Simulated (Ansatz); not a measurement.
**Question.** Predict a relaxed structure of Zn2Cl6, charge 0, singlet, at r2SCAN-D4/def2-SVP (Ansatz).

**Answer.** 
```
atom   x (Å)   y (Å)   z (Å)
 Zn1   0.943  -0.793   1.101
 Zn2  -1.588   0.070  -0.246
 Cl3   1.880   0.698  -0.701
 Cl4  -0.477  -2.001  -0.235
 Cl5   3.128  -0.790   1.315
 Cl6  -0.683   0.643   1.846
 Cl7  -3.285   0.784  -1.322
 Cl8   0.082   1.389  -1.758
```
Point group Cs (tolerance 0.1 Å). This is one stationary point.

The restricted singlet is unstable towards broken spin symmetry in Hartree–Fock (as tested in another run); at r2SCAN-D4/def2-SVP this wasn't settled. In the singlet, Cl3 and Cl8 lie 2.20 Å apart (atoms count from 1), so these atoms are partly bonded to each other. Another isomer (singlet) lies 0.15 eV lower at PBE0-D4/def2-TZVP; other spin states weren't run for this one.
